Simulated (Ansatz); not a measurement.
C₃H₇ClSn (`C[CH](C)[Sn][Cl]`), 12 atoms. Charge 0, multiplicity 1. Correlated methods include outer-core shells of Sn, which these sets cover unevenly. Sn: def2 effective core potential. All runs use 8 threads of an Arm Neoverse V1 on a shared host. Correlated methods freeze the cores.

Question: How many basis functions does each run have, and how long does it take in Ansatz? RKS ωB97M-V/def2-SVP energy; RHF-MP2/def2-QZVPP energy; RKS PBE0-D4/def2-SVP energy; RKS PBE0-D4/def2-TZVPP energy; RKS PBE0-D4/def2-QZVPP energy; direct RPA on PBE orbitals/def2-TZVPP energy; RHF-CCSD(T)/def2-SVP energy; RKS PBE0-D4/def2-TZVP frequencies; RKS r2SCAN-D4/def2-TZVPP energy and forces; RKS r2SCAN0-D4/def2-TZVPP energy; RHF-CCSD(T)/def2-TZVPP energy; RKS PBE0-D4/def2-TZVP relaxation (8 steps). (Best estimate.)

Answer: The calculation gave: Other jobs shared the machine, so times are rough.

```json
{"level": "RKS PBE0-D4/def2-SVP", "job": "energy", "functions": "121", "wall time": "1.1 s", "peak host memory (GiB)": "0.3"}
{"level": "RKS PBE0-D4/def2-TZVPP", "job": "energy", "functions": "283", "wall time": "2.7 s", "peak host memory (GiB)": "0.91"}
{"level": "RKS ωB97M-V/def2-SVP", "job": "energy", "functions": "121", "wall time": "4.1 s", "peak host memory (GiB)": "0.45"}
{"level": "RKS r2SCAN-D4/def2-TZVPP", "job": "energy and forces", "functions": "283", "wall time": "4.4 s", "peak host memory (GiB)": "0.48"}
{"level": "RKS r2SCAN0-D4/def2-TZVPP", "job": "energy", "functions": "283", "wall time": "4.7 s", "peak host memory (GiB)": "0.95"}
{"level": "direct RPA on PBE orbitals/def2-TZVPP", "job": "energy", "functions": "283", "wall time": "6 s", "peak host memory (GiB)": "0.9"}
{"level": "RHF-CCSD(T)/def2-SVP", "job": "energy", "functions": "121", "wall time": "8 s", "peak host memory (GiB)": "0.79"}
{"level": "RKS PBE0-D4/def2-QZVPP", "job": "energy", "functions": "533", "wall time": "8 s", "peak host memory (GiB)": "2.4"}
{"level": "RHF-MP2/def2-QZVPP", "job": "energy", "functions": "533", "wall time": "22 s", "peak host memory (GiB)": "4.2"}
{"level": "RKS PBE0-D4/def2-TZVP", "job": "relaxation (8 steps)", "functions": "222", "wall time": "25 s", "peak host memory (GiB)": "0.72"}
{"level": "RKS PBE0-D4/def2-TZVP", "job": "frequencies", "functions": "222", "wall time": "2.6 min", "peak host memory (GiB)": "0.75"}
{"level": "RHF-CCSD(T)/def2-TZVPP", "job": "energy", "functions": "283", "wall time": "4.4 min", "peak host memory (GiB)": "9"}
```
